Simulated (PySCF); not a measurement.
# NMR problem set

[PySCF: structure optimised with GFN2-xTB; shieldings: GIAO PBE0/pcSseg-1; fast rotation and ring inversion assumed for equivalent nuclei; one conformer; gas phase; non-relativistic Hamiltonian]

Chemical shifts δ = σref − σ; TMS for 1H (σref 31.72), 13C (σref 186.93), all at this level. Splittings of carbon signals by F and P are missing where no couplings were computed. Where no couplings were computed, multiplicities follow the n + 1 count of equivalent neighbours, and m marks all less simple cases (inequivalent or close neighbours, rings, F or P nearby). Shifts are as computed. Against solution values, carbons near 30 ppm lie about +3 ppm off and those near 130 ppm about +5 ppm; carbons on Cl a further +6 ppm. Of 1211 compounds with measured shifts, 218 miss one by over three times the rms of a fit or turn the order of signals round; such compounds aren't used in these exercises. Carbons bonded to Cl come out too deshielded. OH and NH positions are gas-phase values without hydrogen bonding to other molecules.

**Question.** C$_{7}$H$_{12}$O$_{3}$. 1H NMR (500 MHz, computed): δ 6.10 (m, 1H), 4.28 (q, 1H), 2.72 (br s, 1H), 2.50 (m, 1H), 2.46 (m, 1H), 2.35 (m, 1H), 2.33 (m, 1H), 1.89 (m, 1H), 1.73 (m, 1H), 1.32 (d, 3H). 13C{1H} NMR (computed): δ 184.0 (C), 70.7 (CH), 67.3 (CH), 31.4 (CH2), 31.1 (CH2), 25.1 (CH3), 12.7 (CH2). What is it?

**Answer.** SMILES C[C@H](O)C(=O)OC1CCC1. Rings plus π bonds: 2 (1 ring in the answer). 7 carbon signals for 7 carbons: no two carbons are equivalent. Carbon types of the structure: 1 × C, 2 × CH, 3 × CH2, 1 × CH3, leaving 1 H on heteroatoms. δC 184.0: ester carbonyl carbon; it is a carbonyl in resonance with an O or N lone pair, the region of acids, esters and amides. δC 70.7: sp3 CH bonded to O, α to a carbonyl; deshielded by the electronegative neighbour. δC 67.3: sp3 CH bonded to O; pulled downfield by the heteroatom. δC 25.1: methyl carbon; saturated and bonded to C and H only.

This is the structure that produced the data.

**Question.** C$_{3}$H$_{7}$Cl$_{2}$F$_{3}$Si$_{2}$. 1H NMR (600 MHz, computed): δ 6.37 (s, 1H), 4.20 (s, 6H). 13C{1H} NMR (computed): δ 137.1 (C), 86.4 (CH), 38.9 (C). What is it?

**Answer.** `FC(F)(F)C([SiH3])([SiH3])C(Cl)Cl`. Rings plus π bonds: 0. 3 carbon signals for 3 carbons: no two carbons are equivalent. Carbon types of the structure: 2 × C, 1 × CH, leaving 6 H on heteroatoms. δC 137.1: CF3 carbon; 3 electronegative neighbours deshield it. δC 86.4: sp3 CH bonded to 2 Cl; 2 electronegative neighbours deshield it. δH 6.37: hydrogen on an sp3 CH bonded to 2 Cl; its carbon carries Cl, which withdraws density. δH 4.20: hydrogen on a silicon bonded to C.

The shifts were computed for this structure.

**Question.** C$_{9}$H$_{10}$. 1H NMR (500 MHz, computed): δ 7.56 (m, 2H), 7.43 (m, 2H), 3.05 (m, 4H), 2.10 (m, 2H). 13C{1H} NMR (computed): δ 149.3, 131.7, 129.8, 36.8, 28.9. Identify the compound.

**Answer.** SMILES c1ccc2c(c1)CCC2. Rings plus π bonds: 5 (2 rings in the answer). 5 carbon signals for 9 carbons: some carbons are equivalent by symmetry or fast rotation. Carbon types of the structure: 2 × C, 4 × CH, 3 × CH2, which accounts for all hydrogens. δC 149.3: substituted aromatic carbon. δC 131.7, 129.8: aromatic CH; the aromatic region. δC 28.9: sp3 CH2 in a ring; aliphatic region, no heteroatom directly attached. δH 7.56, 7.43: hydrogen on an aromatic CH; aromatic region.

This is the structure that produced the data.

**Question.** C$_{9}$H$_{10}$. 1H NMR (300 MHz, computed): δ 7.27 (m, 1H), 7.13 (m, 1H), 6.79 (m, 1H), 6.25 (d, 1H), 5.52 (m, 1H), 5.41 (m, 1H), 5.41 (q, 1H), 2.00 (d, 3H). 13C{1H} NMR (computed): δ 155.7, 152.0, 148.4, 147.3, 142.0, 123.0, 121.9, 118.9, 17.6. Identify the compound.

**Answer.** `C=C/C=C1C=CC\1=C\C`. Rings plus π bonds: 5 (1 ring in the answer). 9 carbon signals for 9 carbons: no two carbons are equivalent. Carbon types of the structure: 2 × C, 5 × CH, 1 × CH2, 1 × CH3, which accounts for all hydrogens. δC 155.7, 148.4, 142.0, 121.9, 118.9: alkene CH; as expected for a trigonal carbon in a double bond. δC 152.0, 147.3: fully substituted alkene carbon; an sp2 carbon of a C=C bond. δC 123.0: terminal =CH2 carbon; the olefinic region. δH 2.00: hydrogen on an allylic methyl carbon; allylic position.

The data come from this structure; uniqueness wasn't tested.
